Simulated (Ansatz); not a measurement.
Frontier orbitals of AsBH₅NO.

Z-matrix (Å, degrees):
```
B
O 1 1.535
As 1 2.053 2 69.2
H 1 1.200 2 111.8 3 109.3
H 1 1.200 2 114.2 3 -110.0
H 2 0.963 1 111.9 3 103.6
N 3 1.782 1 101.1 2 92.1
H 7 1.006 3 120.7 1 -141.7
H 7 1.008 3 120.3 1 13.1
```

Charge 0, multiplicity 1. Correlated methods include outer-core shells of As, which these sets cover unevenly. Scalar relativity is left out up to krypton. The bonds changed during the relaxation, so this is another structure than the one it started from. All single points use the PBE0-D4/def2-TZVP geometry. It is one conformer, not always the lowest. Basis def2-TZVPP, Ansatz 0.2.0.

| functional | HOMO (eV) | LUMO (eV) | gap (eV) |
| --- | --- | --- | --- |
| PBE | -5.41 | -2.15 | 3.26 |
| r2SCAN | -5.63 | -2.03 | 3.60 |
| PBE0 | -6.51 | -1.31 | 5.20 |
| B3LYP | -6.30 | -1.55 | 4.75 |
| LC-ωPBE | -9.12 | 0.92 | 10.04 |
| ωB97M-V | -8.63 | 0.70 | 9.33 |

Against PBE, PBE0 changes HOMO and LUMO by −1.10 and +0.84 eV, ωB97M-V by −3.22 and +2.85 eV. A gap of 3.26 eV thus becomes 9.33 eV for the same molecule, so an orbital gap means little without its functional. A positive LUMO is unbound and depends on the basis.

B3LYP here is the variant with VWN-RPA as its local correlation; programs differ in this. LC-ωPBE has ω = 0.4 bohr⁻¹.
